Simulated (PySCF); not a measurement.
C5H13AlO (SMILES CC(C)[O][Al]([CH3])[CH3]), singlet, geometry from GFN2-xTB (such geometries of metal compounds can be far from the true shape). Base run: DF-MN15/pcseg-1 (PySCF).

Input for PySCF:
```python
from pyscf import gto, scf, dft

mol = gto.M(
    atom='''
Al   -0.097920    0.501419    1.183156
C    -0.805512   -0.685093    2.630314
H    -1.700874   -1.222754    2.305512
H    -1.067283   -0.138096    3.537125
H    -0.077327   -1.450620    2.913012
C     0.160929    2.478645    1.346357
H     1.205985    2.760898    1.189841
H    -0.135494    2.865433    2.322412
H    -0.416575    3.022192    0.593093
O     0.321976   -0.209144   -0.246624
C     0.577279   -0.786719   -1.489682
C     0.409002    0.255718   -2.593948
C    -0.354343   -1.976902   -1.713228
H     1.618821   -1.143562   -1.491469
H    -0.617916    0.614899   -2.601746
H     0.645870   -0.175461   -3.563146
H     1.068933    1.099208   -2.406208
H    -0.229742   -2.696952   -0.908109
H    -1.387280   -1.635259   -1.715146
H    -0.134097   -2.459114   -2.662084
''',
    basis='pcseg-1',
    charge=0,
    spin=0,
    verbose=3,
)

mf = dft.RKS(mol)
mf.xc = 'mn15'
mf = mf.density_fit(auxbasis='def2-universal-jkfit')
mf.kernel()
mf.analyze()
```

The base run was repeated with changes; each row names its change, and settings that it needs were set with it.

| change | ΔE vs base (mEh) | grid points | electrons on the grid |
|---|---|---|---|
| base | 0.000 | 231360 | 64.00000 |
| small_rho_cutoff = 0 | 0.000 | 231360 | 64.00000 |
| grids.prune = dft.gen_grid.treutler_prune | 0.018 | 199896 | 64.00000 |
| grids.prune = dft.gen_grid.sg1_prune | -0.042 | 100488 | 64.00001 |
| grids.radi_method = gauss_chebyshev | -0.004 | 225624 | 64.00000 |
| grids.radi_method = delley | -0.010 | 248696 | 64.00000 |
| grids.prune = off | 0.001 | 366920 | 64.00000 |
| grids.level = 0 | 175.0 | 16200 | 63.97935 |
| grids.level = 2 | -0.010 | 148976 | 63.99997 |
| grids.level = 4 | 0.001 | 404200 | 64.00000 |
| grids.atom_grid = (99, 590) | 0.001 | 649344 | 64.00000 |
